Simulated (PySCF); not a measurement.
**Structure revision by computed shifts**

A compound C7H5NO gives the data below (simulated from a calculation) and was assigned the structure `c1ccc2oncc2c1`.

13C{1H} NMR (computed): δ 159.6 (C), 135.9 (CH, 2C), 131.3 (CH), 120.7 (CH, 2C), 112.3 (C).

1H NMR (600 MHz, computed): δ 7.78 (m, 2H), 7.55 (t, 1H), 7.52 (d, 2H).

PySCF 2.14 calculation with NMR shieldings at PBE0/pcSseg-1/GIAO and geometry from GFN2-xTB; one averaged value for each set of equivalent atoms, gas phase, non-relativistic Hamiltonian, one computed conformer.

Shifts are taken against calculated references (same method and geometry level): 1H, 13C against TMS.

**Question.** Compare with the shifts computed for the proposed structure, pairing carbons in order of shift.

**Answer.** Mapped SMILES: `[cH:1]1[cH:2][cH:3][c:4]2[o:5][n:6][cH:7][c:8]2[cH:9]1`. Each H is labelled by its parent atom.

```json
{"atom": "C4", "computed for proposal": "170.6", "given list": "159.6", "difference": "+11.0"}
{"atom": "C7", "computed for proposal": "149.6", "given list": "135.9", "difference": "+13.7"}
{"atom": "C2", "computed for proposal": "133.4", "given list": "135.9", "difference": "-2.5"}
{"atom": "C8", "computed for proposal": "129.2", "given list": "131.3", "difference": "-2.1"}
{"atom": "C1", "computed for proposal": "128.3", "given list": "120.7", "difference": "+7.6"}
{"atom": "C9", "computed for proposal": "126.9", "given list": "120.7", "difference": "+6.2"}
{"atom": "C3", "computed for proposal": "115.0", "given list": "112.3", "difference": "+2.7"}
```

The rms difference is 7.8 ppm and the largest +13.7 ppm at C7 (aromatic CH next to a ring nitrogen). The proposal also would give 7 carbon signals, not 5. The carbon types in order of shift don't match either: C, CH, CH, C, CH, CH, CH for the proposal against C, CH, CH, CH, CH, CH, C in the data. The proposal doesn't fit.

**Question.** Which isomer fits?

**Answer.** SMILES N#COc1ccccc1.

- Carbon types of the structure: 2 × C, 5 × CH, which accounts for all hydrogens.
- δC 159.6: aromatic carbon bearing oxygen; the electronegative substituent deshields the carbon that carries it.
- δC 135.9, 131.3, 120.7: aromatic CH.
- δC 112.3: nitrile carbon; C≡N carbons fall here, among the sp2 signals but without a proton.
- δH 7.78, 7.55, 7.52: hydrogen on an aromatic CH; it sits in the deshielding region of the aromatic ring current.

The shifts were computed for this structure.

Shifts are as computed. Against solution values, carbons near 30 ppm lie about +3 ppm off and those near 130 ppm about +5 ppm. Of 1211 compounds with measured shifts, 218 miss one by over three times the rms of a fit or turn the order of signals round; such compounds aren't used in these exercises. No couplings were computed; multiplicities are counted from neighbouring protons, with m where these are inequivalent, close in shift, in a saturated or five-membered ring or joined by F or P, and br s for small geminal =CH2 splittings.
